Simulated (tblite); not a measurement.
Isomers of C7H10N2. All values are computed: GFN2-xTB (tblite) harmonic vibrations without scaling, gas phase. This tight-binding method is rough: wavenumbers can miss measured ones by several per cent, in bad cases by 10 to 20. One conformer each.

Electronic energies: GFN2-xTB at the same geometries; isomer energies are rough at this level and their order can be wrong.

| SMILES | electronic energy, lowest = 0 (kJ/mol) |
| --- | --- |
| C/N=C\C(C#N)=C(C)C | 200.1 |
| C#CCN1C[C@H](C)C=N1 | 244.3 |
| CCNc1ccccn1 | 0.0 |
| Cc1ccnn1C1CC1 | 58.0 |
| CCc1nnccc1C | 69.0 |
| CN(C)/C=C/C=C/C#N | 193.1 |

Task: How do GFN2-xTB zero-point energies change the relative energies?

Result: 
```json
{"SMILES": "CCNc1ccccn1", "ZPE (kJ/mol)": "413.4", "of it from modes above 1550 cm⁻¹": "203.1", "electronic (kJ/mol)": "0.0", "with ZPE, lowest = 0 (kJ/mol)": "0.0", "lowest mode (cm⁻¹)": "42", "rings": "1"}
{"SMILES": "Cc1ccnn1C1CC1", "ZPE (kJ/mol)": "414.6", "of it from modes above 1550 cm⁻¹": "194.1", "electronic (kJ/mol)": "58.0", "with ZPE, lowest = 0 (kJ/mol)": "59.2", "lowest mode (cm⁻¹)": "7i", "rings": "2"}
{"SMILES": "CCc1nnccc1C", "ZPE (kJ/mol)": "410.8", "of it from modes above 1550 cm⁻¹": "190.2", "electronic (kJ/mol)": "69.0", "with ZPE, lowest = 0 (kJ/mol)": "66.4", "lowest mode (cm⁻¹)": "58", "rings": "1"}
{"SMILES": "CN(C)/C=C/C=C/C#N", "ZPE (kJ/mol)": "402.8", "of it from modes above 1550 cm⁻¹": "213.8", "electronic (kJ/mol)": "193.1", "with ZPE, lowest = 0 (kJ/mol)": "182.5", "lowest mode (cm⁻¹)": "61", "rings": "0"}
{"SMILES": "C/N=C\\C(C#N)=C(C)C", "ZPE (kJ/mol)": "401.6", "of it from modes above 1550 cm⁻¹": "213.7", "electronic (kJ/mol)": "200.1", "with ZPE, lowest = 0 (kJ/mol)": "188.3", "lowest mode (cm⁻¹)": "43", "rings": "0"}
{"SMILES": "C#CCN1C[C@H](C)C=N1", "ZPE (kJ/mol)": "406.2", "of it from modes above 1550 cm⁻¹": "204.1", "electronic (kJ/mol)": "244.3", "with ZPE, lowest = 0 (kJ/mol)": "237.1", "lowest mode (cm⁻¹)": "43", "rings": "1"}
```

The zero-point energies span 13.0 kJ/mol, from `C/N=C\C(C#N)=C(C)C` to `Cc1ccnn1C1CC1`. Slightly imaginary modes are left out of the zero-point energy: `Cc1ccnn1C1CC1` 7.0i cm⁻¹. The order is unchanged.

Task: What do entropy and thermal enthalpy add at 298.15 K and 1 bar (rigid rotor, harmonic oscillator, one conformer each)?

Result: 
| SMILES | point group | symmetry number | S (J/(mol K)) | H − H(0) (kJ/mol) | ZPE + H − H(0) − TS (kJ/mol) |
| --- | --- | --- | --- | --- | --- |
| CCNc1ccccn1 | C1 | 1 | 385.4 | 25.34 | 323.8 |
| CCc1nnccc1C | Cs | 1 | 387.7 | 26.19 | 321.5 |
| C/N=C\C(C#N)=C(C)C | C1 | 1 | 432.1 | 31.44 | 304.2 |
| C#CCN1C[C@H](C)C=N1 | C1 | 1 | 399.6 | 27.25 | 314.3 |

Not tabulated: `Cc1ccnn1C1CC1` (lowest mode only 7i cm⁻¹); `CN(C)/C=C/C=C/C#N` (point group not settled).
